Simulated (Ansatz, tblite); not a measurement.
Isomers of Al2Cu3⁺ (singlet), found by a short tight-binding search and relaxed with r2SCAN-D4/def2-SVP in Ansatz.

The xTB rows come from tblite. LC-ωPBE has ω = 0.4 bohr⁻¹. HSE06 is defined as in plane-wave codes, on full-range PBE exchange.

Run but left out: HF/def2-TZVP, MP2/def2-TZVP, CCSD/def2-TZVP, CCSD(T)/def2-TZVP (A: restricted singlet, unstable towards broken spin symmetry).

A: The restricted singlet is unstable towards broken spin symmetry in Hartree–Fock (as tested in another run); at PBE-D4/def2-TZVP, r2SCAN-D4/def2-TZVP, PBE0-D4/def2-TZVP, HSE06-D4/def2-TZVP and others this wasn't settled.

Other spin states were run for one of them alone.

A:

```xyz
5

Al   -0.905    1.870    2.152
Al   -0.313    1.038   -1.626
Cu    0.775   -1.953    0.558
Cu   -0.112    0.174    0.501
Cu    0.556   -1.129   -1.585
```

B:

```xyz
5

Al   -0.7616   -0.2654   -1.2343
Al    1.2677    0.7529   -0.0130
Cu   -0.4992   -0.4808    1.2302
Cu   -0.9619    1.6148    0.2520
Cu    0.9550   -1.6214   -0.2350
```

Estimate their order by electronic energy at PBE0-D4/def2-TZVP, counted from the lowest.

B (0.0) < A (40.6), in kcal/mol.

Do the other levels pick the same lowest one?

All that were run do. Energies above each level's lowest (kcal/mol):

| level | A | B |
| --- | --- | --- |
| GFN1-xTB | 11.5 | 0.0 |
| GFN2-xTB | 11.1 | 0.0 |
| PBE-D4/def2-TZVP | 37.6 | 0.0 |
| r2SCAN-D4/def2-TZVP | 43.8 | 0.0 |
| PBE0-D4/def2-TZVP | 40.6 | 0.0 |
| HSE06-D4/def2-TZVP | 40.3 | 0.0 |
| LC-ωPBE/def2-TZVP | 45.9 | 0.0 |
Point groups (tolerance 0.1 Å): A Cs, B C2v. Lower isomers may exist.
